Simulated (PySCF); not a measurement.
Isomers of C7H9F3N2, mass 178.072 u with the commonest isotopes. Level of theory: PBE0/pcSseg-1 in PySCF (dipole) on a GFN2-xTB geometry, gas phase. One conformer each, none proved a minimum here; rigid rotors.

Task: Order these by rotational constant A, largest first.
A. `[CH2:1]=[CH:2]/[CH:3]=[N:4]\[N:5]([CH:6]=[CH2:7])[CH2:8][C:9]([F:10])([F:11])[F:12]` with C1–C2–C3–N4 -171°, C3–N4–N5–C6 28°, N4–N5–C6–C7 -171°, N4–N5–C8–C9 91°
B. `[CH2:1]=[CH:2]/[CH:3]=[N:4]/[N:5]=[C:6](/[CH2:7][CH3:8])[C:9]([F:10])([F:11])[F:12]` with C1–C2–C3–N4 178°, C3–N4–N5–C6 103°, N5–C6–C7–C8 110°
C. `[CH3:1][c:2]1[cH:3][n:4]([CH2:5][C:6]([F:7])([F:8])[F:9])[n:10][c:11]1[CH3:12]` with C3–N4–C5–C6 70°
D. `[CH2:1]=[CH:2]/[C:3](=[N:4]\[N:5]=[CH:6]\[CH2:7][CH3:8])[C:9]([F:10])([F:11])[F:12]` with C1–C2–C3–N4 179°, C3–N4–N5–C6 -105°, N5–C6–C7–C8 119°
E. `[CH2:1]=[CH:2]/[C:3]([CH2:4][CH3:5])=[N:6]/[N:7]=[CH:8]\[C:9]([F:10])([F:11])[F:12]` with C1–C2–C3–C4 7°, C2–C3–C4–C5 74°, C3–N6–N7–C8 113°
F. `[CH3:1][c:2]1[cH:3][n:4][n:5]([CH2:6][C:7]([F:8])([F:9])[F:10])[c:11]1[CH3:12]` with N4–N5–C6–C7 90°

Result: C (2048 MHz), F (1924 MHz), D (1852 MHz), E (1761 MHz), B (1674 MHz), A (1580 MHz).

Task: Order these by out-of-plane moment Σ m c² = (Ia + Ib − Ic)/2, largest first.
A. `[CH2:1]=[CH:2]/[CH:3]=[N:4]\[N:5]([CH:6]=[CH2:7])[CH2:8][C:9]([F:10])([F:11])[F:12]` with C1–C2–C3–N4 -171°, C3–N4–N5–C6 28°, N4–N5–C6–C7 -171°, N4–N5–C8–C9 91°
B. `[CH2:1]=[CH:2]/[C:3]([CH2:4][CH3:5])=[N:6]/[N:7]=[CH:8]\[C:9]([F:10])([F:11])[F:12]` with C1–C2–C3–C4 7°, C2–C3–C4–C5 74°, C3–N6–N7–C8 113°
C. `[CH2:1]=[CH:2]/[CH:3]=[N:4]/[N:5]=[C:6](/[CH2:7][CH3:8])[C:9]([F:10])([F:11])[F:12]` with C1–C2–C3–N4 178°, C3–N4–N5–C6 103°, N5–C6–C7–C8 110°
D. `[CH3:1][c:2]1[cH:3][n:4]([CH2:5][C:6]([F:7])([F:8])[F:9])[n:10][c:11]1[CH3:12]` with C3–N4–C5–C6 70°
E. `[CH2:1]=[CH:2]/[C:3](=[N:4]\[N:5]=[CH:6]\[CH2:7][CH3:8])[C:9]([F:10])([F:11])[F:12]` with C1–C2–C3–N4 179°, C3–N4–N5–C6 -105°, N5–C6–C7–C8 119°
F. `[CH3:1][c:2]1[cH:3][n:4][n:5]([CH2:6][C:7]([F:8])([F:9])[F:10])[c:11]1[CH3:12]` with N4–N5–C6–C7 90°

Result: B (108.86 u·Å²), A (92.18 u·Å²), C (81.80 u·Å²), F (71.82 u·Å²), D (68.08 u·Å²), E (54.00 u·Å²).

Task: Order these by radius of gyration √(Σ m r²/M), smallest first.
A. `[CH2:1]=[CH:2]/[C:3]([CH2:4][CH3:5])=[N:6]/[N:7]=[CH:8]\[C:9]([F:10])([F:11])[F:12]` with C1–C2–C3–C4 7°, C2–C3–C4–C5 74°, C3–N6–N7–C8 113°
B. `[CH2:1]=[CH:2]/[CH:3]=[N:4]\[N:5]([CH:6]=[CH2:7])[CH2:8][C:9]([F:10])([F:11])[F:12]` with C1–C2–C3–N4 -171°, C3–N4–N5–C6 28°, N4–N5–C6–C7 -171°, N4–N5–C8–C9 91°
C. `[CH2:1]=[CH:2]/[C:3](=[N:4]\[N:5]=[CH:6]\[CH2:7][CH3:8])[C:9]([F:10])([F:11])[F:12]` with C1–C2–C3–N4 179°, C3–N4–N5–C6 -105°, N5–C6–C7–C8 119°
D. `[CH3:1][c:2]1[cH:3][n:4][n:5]([CH2:6][C:7]([F:8])([F:9])[F:10])[c:11]1[CH3:12]` with N4–N5–C6–C7 90°
E. `[CH2:1]=[CH:2]/[CH:3]=[N:4]/[N:5]=[C:6](/[CH2:7][CH3:8])[C:9]([F:10])([F:11])[F:12]` with C1–C2–C3–N4 178°, C3–N4–N5–C6 103°, N5–C6–C7–C8 110°

Result: D (2.421 Å), B (2.545 Å), A (2.589 Å), E (2.619 Å), C (2.844 Å).

| SMILES | point group | Ia (u·Å²) | Ib (u·Å²) | Ic (u·Å²) | κ | μa (D) | μb (D) | μc (D) |
| --- | --- | --- | --- | --- | --- | --- | --- | --- |
| C=C/C=N\N(C=C)CC(F)(F)F | C1 | 319.86 | 925.42 | 1060.91 | -0.87 | 2.01 | 1.35 | 0.71 |
| C=C/C(CC)=N/N=C\C(F)(F)F | C1 | 287.06 | 1015.39 | 1084.72 | -0.95 | 2.07 | 0.79 | 0.92 |
| Cc1cn(CC(F)(F)F)nc1C | C1 | 246.79 | 980.49 | 1091.12 | -0.93 | 1.23 | 1.28 | 1.45 |
| C=C/C=N/N=C(/CC)C(F)(F)F | C1 | 301.82 | 1001.73 | 1139.94 | -0.90 | 0.25 | 1.24 | 0.81 |
| C=C/C(=N\N=C\CC)C(F)(F)F | C1 | 272.86 | 1221.77 | 1386.64 | -0.93 | 3.21 | 2.58 | 0.87 |
| Cc1cnn(CC(F)(F)F)c1C | C1 | 262.72 | 852.55 | 971.62 | -0.90 | 1.51 | 2.37 | 1.45 |
